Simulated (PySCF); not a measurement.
Gas-phase equilibrium of 1 mol GeCl₄, 21 mol H₂ at 2000 K and 1.01 bar, among 17 species (GeH₄, Ge₂H₆, GeH₃Cl, HCl, GeCl₃, H, H₂, Ge₃H₈, GeHCl₃, GeH₃, GeCl₄, Cl, Cl₂, GeCl₂, GeHCl, GeH₂, GeH₂Cl₂). Only gases are allowed; each row takes one source of thermochemistry for all species, and Cantera finds the minimum.

Energies from PySCF, thermal terms from the rigid-rotor harmonic-oscillator model, ideal gas at 1 bar. † marks an energy on the PBE0/def2-TZVP geometry and frequencies; other levels use their own. MP2 freezes the core. 6-31G* has spherical d functions here. Open shells (unrestricted) among the columns below: H (multiplicity 2), Cl (multiplicity 2, electronic degeneracy 6); the rest are closed-shell singlets. Spin-orbit splitting is ignored; it lowers the true energy and changes the entropy of Cl. Ge: all electrons, no relativistic terms. GeHCl, GeH₂: computed as isolated molecules; such fragments, hydroxides, amides, oligomers or adducts are transient or little studied in the gas. MP2 isn't extrapolated to the basis-set limit. The harmonic model lacks anharmonicity and excited electronic states, which grow with temperature; levels with a mode under 35 cm⁻¹ are left out.

Molecules larger than those listed are left out, and so are free Ge atoms, whose spin-orbit terms are large.

Mole fractions:

| thermochemistry | x H₂ | x HCl | x H | x GeCl₂ | x Cl | x GeHCl | x GeH₂ |
|---|---|---|---|---|---|---|---|
| HF/6-31G* | 0.81 | 0.067 | 0.053 | 0.035 | 0.024 | 0.0067 | 0.00046 |
| MP2/def2-SVP† | 0.86 | 0.090 | 0.0064 | 0.040 | 0.00031 | 0.0033 | 0.00020 |
| PBE0/def2-QZVP† | 0.86 | 0.090 | 0.0030 | 0.041 | 0.00011 | 0.0026 | 9.0e-5 |
| PBE0/def2-SVP† | 0.86 | 0.089 | 0.0039 | 0.041 | 0.00015 | 0.0026 | 0.00010 |
| PBE0/def2-TZVP | 0.86 | 0.089 | 0.0031 | 0.041 | 0.00013 | 0.0021 | 6.0e-5 |
| LDA/def2-TZVP† | 0.87 | 0.088 | 0.0010 | 0.042 | 8.1e-6 | 0.0015 | 3.4e-5 |
The most sensitive of these is Cl: it spans a factor of 10^3.5 over these rows; at this temperature one factor of ten is RT ln 10 = 38 kJ/mol.
